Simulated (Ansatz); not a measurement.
Gas-phase electronic energies from Ansatz, PBE0-D4/def2-TZVP geometries. CBS: MP2 limit from def2 TZ/QZ plus the TZ coupled-cluster correction, frozen cores. def2 core potentials past Kr. For Te outer-core shells are correlated without core-valence functions, which leaves a few kJ/mol of doubt a bond. Each species was taken in one conformer, which may not be the lowest.

Reaction (ligand exchange at the Si–C bond): `O[Si@H](Cl)C[Si@@H](O)F` + H₂Te → `O[SiH](F)[TeH]` + `C[SiH](O)Cl`

`O[Si@H](Cl)C[Si@@H](O)F`:

```xyz
13

O    -0.275   -0.881    2.542
Si   -0.187   -0.983    0.916
F    -1.674   -0.902    0.299
C     0.755    0.480    0.298
Si    0.359    0.980   -1.448
O    -1.218    1.353   -1.628
Cl    0.889   -0.609   -2.656
H    -0.627   -1.625    3.032
H     0.348   -2.293    0.485
H     1.827    0.271    0.381
H     0.534    1.329    0.956
H     1.120    2.156   -1.911
H    -1.850    0.724   -1.266
```

H₂Te:

Cartesian coordinates in Å:
```
Te 0.770 -0.072 -0.079
H -0.266 0.028 1.209
H -0.505 0.044 -1.130
```

`O[SiH](F)[TeH]`:

Cartesian coordinates in Å:
```
O 0.443 -1.029 -1.344
Si -0.141 0.206 -0.461
F -1.679 0.004 -0.093
Te 1.106 0.349 1.690
H 0.557 -1.880 -0.915
H -0.047 1.398 -1.321
H -0.240 0.951 2.443
```

`C[SiH](O)Cl`:

Cartesian coordinates in Å:
```
C -0.116 0.939 0.720
Si 0.439 -0.413 -0.418
O -0.699 -0.847 -1.511
Cl 0.944 -2.040 0.750
H 0.687 1.213 1.407
H -0.399 1.824 0.144
H -0.976 0.623 1.315
H 1.626 -0.043 -1.214
H -1.506 -1.255 -1.194
```

```tsv
species	HF/CBS(def2) energy (Eh)
`O[Si@H](Cl)C[Si@@H](O)F`	-1328.37655
H₂Te	-268.15590
`O[SiH](F)[TeH]`	-732.24116
`C[SiH](O)Cl`	-864.30534
```

(1) Work out ΔE.

Largest T1 diagnostic among the species: 0.012.

Answers

(1) ΔE = (-732.24116) + (-864.30534) − (-1328.37655) − (-268.15590) = -0.01405 Eh = -36.9 kJ/mol. CCSD(T)/CBS gives -34.9 kJ/mol.

The D4 term adds +7.0 kJ/mol with B3LYP and +4.3 kJ/mol with PBE0; it sums over pairs of atoms, weighted by their polarisabilities, and B3LYP, whose exchange is more repulsive, gets the larger term.

B3LYP here is the variant with VWN-RPA as its local correlation; programs differ in this.
